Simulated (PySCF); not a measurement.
C10H6OS2, SMILES c1coc(-c2cc3sccc3s2)c1, singlet, GFN2-xTB optimised geometry.

```
19

C     -0.88    -4.10     0.00
C      0.48    -4.10     0.00
O      0.96    -2.84     0.00
C     -0.10    -2.01     0.00
C      0.11    -0.60     0.00
C      1.31     0.07     0.00
C      1.13     1.46     0.00
S      2.18     2.83     0.00
C      0.81     3.90     0.00
C     -0.38     3.25     0.00
C     -0.21     1.86     0.00
S     -1.26     0.49     0.00
C     -1.27    -2.74     0.00
H     -1.52    -4.95     0.00
H      1.20    -4.90     0.00
H      2.26    -0.43     0.00
H      0.99     4.95     0.00
H     -1.34     3.75     0.00
H     -2.26    -2.35     0.00
```

Density from CAM-B3LYP/def2-SVP in PySCF 2.14.0 at that geometry.

Minimum of the electron density along straight lines between bonded atoms, close to the bond critical point (lines longer than 1.1 times the sum of covalent radii, or with two minima, are not listed):

```csv
bond,length / Å,ρ at the minimum / e bohr⁻³,∇²ρ there / e bohr⁻⁵,position (fraction from the first atom)
C1–C2,1.362,0.328,-0.85,0.48
C2–O3,1.343,0.289,___,0.33
O3–C4,1.354,0.286,___,0.67
C4–C5,1.431,0.290,-0.75,0.50
C5–C6,1.371,0.318,-0.79,0.51
C6–C7,1.404,0.299,-0.75,0.49
C7–S8,1.728,0.213,-0.48,0.48
S8–C9,1.733,0.213,-0.46,0.53
C9–C10,1.358,0.325,-0.82,0.51
C7–C11,1.391,0.312,-0.77,0.50
C10–C11,1.409,0.296,-0.73,0.49
C5–S12,1.751,0.206,-0.43,0.47
C11–S12,1.729,0.213,-0.47,0.48
C1–C13,1.411,0.296,-0.72,0.50
C4–C13,1.375,0.321,-0.81,0.52
C1–H14,1.071,0.286,-1.13,0.64
C2–H15,1.072,0.291,-1.19,0.65
C6–H16,1.074,0.286,-1.13,0.64
C9–H17,1.072,0.287,-1.14,0.65
C10–H18,1.074,0.285,-1.12,0.64
C13–H19,1.071,0.286,-1.12,0.64
```

Problem. Some entries are withheld; supply them.

Solution. 
- C2–O3, ∇²ρ there / e bohr⁻⁵: 0.07
- O3–C4, ∇²ρ there / e bohr⁻⁵: -0.06
